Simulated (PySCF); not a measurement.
C₂H₄BNO₂, SMILES N#CCB(O)O (PBE0/def2-SVP optimised geometry):

```
10

N      2.018     1.832     0.021
C      1.687     0.722     0.012
C      1.153    -0.625     0.000
B     -0.448    -0.625     0.000
O     -1.057    -1.832    -0.001
O     -1.185     0.511     0.000
H      1.515    -1.185     0.877
H      1.514    -1.169    -0.888
H     -2.018    -1.750    -0.001
H     -0.659     1.320     0.002
```

Method: PBE0/def2-TZVP (PySCF 2.14.0).

### Question
What are the frontier orbital energies and the dipole moment?

### Answer
HOMO-2 -9.91 eV, HOMO-1 -9.52 eV, HOMO -9.29 eV, LUMO 0.32 eV, LUMO+1 0.51 eV; dipole moment 2.91 D.

Meta-Löwdin charges at PBE0/def2-TZVP: N1 -0.25, C2 0.11, C3 -0.38, B4 0.48, O5 -0.52, O6 -0.52, H7 0.17, H8 0.17, H9 0.36, H10 0.37.
